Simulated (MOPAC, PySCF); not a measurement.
CH₃BF₂, SMILES `CB(F)F`, neutral singlet in the gas phase. 

Z-matrix (Å, degrees):
```
C
H 1 1.0902
H 1 1.0910 2 109.78
H 1 1.0961 2 107.22 3 -115.59
B 1 1.5546 2 112.28 4 -119.34
F 5 1.3228 1 122.24 2 24.69
F 5 1.3231 6 115.82 1 -178.72
```
Charge 0, spin multiplicity 1.

All levels are single points at this geometry (PBE0-D3(BJ)/def2-TZVP); Pople sets use spherical d functions. Orbital energies aren't observables, and empty levels follow the basis.

```
level                            HOMO (eV)  LUMO (eV)  gap (eV)  dipole (D)  vertical IE, Delta-SCF (eV)
-------------------------------  ---------  ---------  --------  ----------  ---------------------------
TPSSh-D3(BJ)/def2-TZVP in PySCF      -9.38      -0.09      9.29        1.60                        12.63
B3LYP/3-21G in PySCF                 -9.62       0.58     10.20        1.58                            –
B3LYP/6-311+G** in PySCF            -10.11      -0.32      9.79        1.74                            –
BP86/6-31G* in PySCF                 -8.26      -0.23      8.03        1.35                            –
M06-2X/6-31G* in PySCF              -11.44       1.92     13.36        1.50                            –
PM6 in MOPAC                        -12.35       1.07     13.42        1.96                            –
```
